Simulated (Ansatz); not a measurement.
`CN[SiH2][SiH2]N` + H–F → `N[SiH2]F` + `CN[SiH3]`  (cleavage of the Si–Si bond)

Computed with Ansatz on PBE0-D4/def2-TZVP structures; ΔE is electronic, products minus reactants. CBS: MP2 limit from def2 TZ/QZ plus the TZ coupled-cluster correction, frozen cores. This one scheme is used for every species. DFT in def2-TZVPP. B3LYP here is the variant with VWN-RPA as its local correlation; programs differ in this. One conformer a species, not always the lowest.

```json
{"level": "PBE-D4", "ΔE (kcal/mol)": "-34.1", "difference from CCSD(T)/CBS": "5.4"}
{"level": "r2SCAN-D4", "ΔE (kcal/mol)": "-39.7", "difference from CCSD(T)/CBS": "-0.2"}
{"level": "PBE0-D4", "ΔE (kcal/mol)": "-35.5", "difference from CCSD(T)/CBS": "4.0"}
{"level": "B3LYP-D4", "ΔE (kcal/mol)": "-39.7", "difference from CCSD(T)/CBS": "-0.2"}
{"level": "ωB97X-V", "ΔE (kcal/mol)": "-40.1", "difference from CCSD(T)/CBS": "-0.6"}
{"level": "ωB97M-V", "ΔE (kcal/mol)": "-41.3", "difference from CCSD(T)/CBS": "-1.8"}
{"level": "B2PLYP", "ΔE (kcal/mol)": "-42.7", "difference from CCSD(T)/CBS": "-3.2"}
{"level": "PBE", "ΔE (kcal/mol)": "-36.2", "difference from CCSD(T)/CBS": "3.3"}
{"level": "r2SCAN", "ΔE (kcal/mol)": "-40.4", "difference from CCSD(T)/CBS": "-0.9"}
{"level": "PBE0", "ΔE (kcal/mol)": "-37.4", "difference from CCSD(T)/CBS": "2.1"}
{"level": "B3LYP", "ΔE (kcal/mol)": "-43.0", "difference from CCSD(T)/CBS": "-3.5"}
{"level": "HF/def2-TZVPP", "ΔE (kcal/mol)": "-48.4", "difference from CCSD(T)/CBS": "-8.9"}
{"level": "MP2/def2-TZVPP", "ΔE (kcal/mol)": "-41.0", "difference from CCSD(T)/CBS": "-1.5"}
{"level": "SCS-MP2/def2-TZVPP", "ΔE (kcal/mol)": "-42.7", "difference from CCSD(T)/CBS": "-3.2"}
{"level": "CCSD/def2-TZVPP", "ΔE (kcal/mol)": "-40.9", "difference from CCSD(T)/CBS": "-1.4"}
{"level": "CCSD(T)/def2-TZVPP", "ΔE (kcal/mol)": "-39.7", "difference from CCSD(T)/CBS": "-0.2"}
{"level": "HF/def2-QZVPP", "ΔE (kcal/mol)": "-49.1", "difference from CCSD(T)/CBS": "-9.6"}
{"level": "MP2/def2-QZVPP", "ΔE (kcal/mol)": "-41.1", "difference from CCSD(T)/CBS": "-1.6"}
{"level": "SCS-MP2/def2-QZVPP", "ΔE (kcal/mol)": "-42.8", "difference from CCSD(T)/CBS": "-3.3"}
{"level": "HF/CBS(def2)", "ΔE (kcal/mol)": "-49.2", "difference from CCSD(T)/CBS": "-9.7"}
{"level": "MP2/CBS(def2)", "ΔE (kcal/mol)": "-40.8", "difference from CCSD(T)/CBS": "-1.3"}
{"level": "CCSD/CBS(def2)", "ΔE (kcal/mol)": "-40.7", "difference from CCSD(T)/CBS": "-1.2"}
{"level": "CCSD(T)/CBS", "ΔE (kcal/mol)": "-39.5", "difference from CCSD(T)/CBS": "0"}
```

Largest T1 diagnostic among the species: 0.011.

The D4 term adds +3.3 kcal/mol with B3LYP and +2.0 kcal/mol with PBE0; it sums over pairs of atoms, weighted by their polarisabilities, and B3LYP, whose exchange is more repulsive, gets the larger term. In def2-TZVPP, CCSD(T) changes the Hartree–Fock value by +8.8 kcal/mol (the triples alone add +1.2 kcal/mol) and MP2 by +7.5 kcal/mol. From PBE to PBE0 (25 % exact exchange), in def2-TZVPP and without D4, ΔE moves by −1.2 kcal/mol.
